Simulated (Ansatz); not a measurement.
A nudged elastic band was laid between two geometries of BFH4N2 + H2O (11 atoms, charge 0, multiplicity 1).

Level of theory: RKS PBE/def2-SVP (Ansatz).

```json
{
  "movable images": "5",
  "climbing image": "yes",
  "spring": "5.0 eV/Å²",
  "optimiser": "quadratic models (default)",
  "start path": "through a guess of the saddle point",
  "force threshold": "0.03 eV/Å",
  "iteration limit": "45",
  "end points": "relaxed"
}
```

First end point:

```xyz
11
Properties=species:S:1:pos:R:3
B 0.043 -0.309 -0.233
F 0.044 -0.891 0.997
N 1.268 -0.173 -0.925
H 2.150 -0.312 -0.434
H 1.363 0.347 -1.795
N -1.231 0.123 -0.741
H -2.081 -0.288 -0.352
H -1.349 0.421 -1.710
O -0.399 2.253 1.153
H -0.889 1.745 0.466
H -0.422 1.625 1.900
```

Last end point:

```xyz
11
Properties=species:S:1:pos:R:3
B -0.062 0.587 -0.515
F -0.242 -0.046 2.346
N 1.208 0.142 -0.955
H 1.367 -0.740 -1.436
H 2.060 0.613 -0.656
N -1.308 0.077 -0.992
H -1.341 -0.704 -1.646
H -2.142 0.112 -0.406
O -0.052 1.658 0.421
H -0.897 2.141 0.401
H -0.092 0.702 1.764
```

Which bonds break or form, and what moves?

Bonds broken: B1–F2, O9–H11. Bonds formed: B1–O9, F2–H11. BFH4N2 + H2O becomes BH5N2O + FH.

Give the energies along the band, and the barrier.

It did not converge within its limit. The highest image is number 3 of 0 to 6, 1.11 eV above the first end and 0.87 eV above the last; the last end lies 0.24 eV above the first. The band didn't meet its force threshold, so its energies are provisional: the largest band force was still 0.09 eV/Å, and over the last iterations the top stayed at 1.11 eV. Neighbouring images lie up to 2.8 Å apart, so the band is torn or far too coarse. The orbitals stay closed-shell, which can raise the energy where a bond breaks towards radicals; this wasn't checked here.

```json
{"image": "0", "path coordinate (Å)": "0.00", "energy (eV)": "0.00", "B1–F2 (Å)": "1.36", "O9–H11 (Å)": "0.98", "B1–O9 (Å)": "2.95"}
{"image": "1", "path coordinate (Å)": "2.82", "energy (eV)": "0.04", "B1–F2 (Å)": "1.36", "O9–H11 (Å)": "0.97", "B1–O9 (Å)": "3.33"}
{"image": "2", "path coordinate (Å)": "5.64", "energy (eV)": "0.02", "B1–F2 (Å)": "1.36", "O9–H11 (Å)": "0.97", "B1–O9 (Å)": "3.16"}
{"image": "3", "path coordinate (Å)": "8.46", "energy (eV)": "1.11", "B1–F2 (Å)": "1.78", "O9–H11 (Å)": "1.17", "B1–O9 (Å)": "1.58"}
{"image": "4", "path coordinate (Å)": "10.55", "energy (eV)": "0.30", "B1–F2 (Å)": "3.39", "O9–H11 (Å)": "1.66", "B1–O9 (Å)": "1.42"}
{"image": "5", "path coordinate (Å)": "12.64", "energy (eV)": "0.50", "B1–F2 (Å)": "3.08", "O9–H11 (Å)": "1.68", "B1–O9 (Å)": "1.41"}
{"image": "6", "path coordinate (Å)": "14.74", "energy (eV)": "0.24", "B1–F2 (Å)": "2.94", "O9–H11 (Å)": "1.65", "B1–O9 (Å)": "1.42"}
```

The band took 45 iterations and about 23 core-minutes.

Time of the run: 19 min on 2 threads of AMD EPYC (Zen 3) (shared host), peak memory 0.14 GiB.
